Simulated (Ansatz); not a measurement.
Relaxation of ClFH6W (9 atoms, charge 0, multiplicity 1), to a largest force component of 0.03 eV/Å in at most 50 steps.

Level of theory: Ansatz, RHF/def2-SVP.

```xyz
9
Properties=species:S:1:pos:R:3
W 0.084 0.251 -0.205
Cl 1.128 0.460 3.228
H 1.023 -1.129 -0.258
H -1.549 0.171 0.125
H -0.903 0.643 -1.489
H -0.398 -0.993 0.787
H 0.686 -0.135 -1.711
F 0.922 1.734 0.514
H 1.462 1.555 2.563
```

**Question.** Where does it end, and by what steps?

**Answer.** It converged. The force dipped under the threshold on the way, but the program's further checks kept it going. After 8 steps the energy has fallen by 0.095 eV; Cl2 moved furthest, 0.49 Å.

| step | energy less start (eV) | largest force component (eV/Å) | accepted |
| --- | --- | --- | --- |
| 0 | 0.0000 | 1.285 | yes |
| 1 | -0.0660 | 0.600 | yes |
| 2 | -0.0887 | 0.281 | yes |
| 3 | -0.0915 | 0.219 | yes |
| 4 | -0.0935 | 0.079 | yes |
| 5 | -0.0945 | 0.024 | yes |
| 6 | -0.0952 | 0.046 | yes |
| 7 | -0.0952 | 0.035 | yes |
| 8 | -0.0954 | 0.025 | yes |

```xyz
9
Properties=species:S:1:pos:R:3
W 0.035 0.217 -0.306
Cl 1.375 0.625 3.613
H 0.961 -1.173 -0.365
H -1.613 0.127 -0.034
H -0.921 0.652 -1.608
H -0.457 -1.019 0.702
H 0.667 -0.146 -1.812
F 0.856 1.648 0.519
H 1.551 1.626 2.845
```

Whether the end is a true minimum wasn't checked by a vibrational analysis.

Run time: 23 s on 1 thread of Arm Neoverse V1 (shared host), peak memory 0.17 GiB.
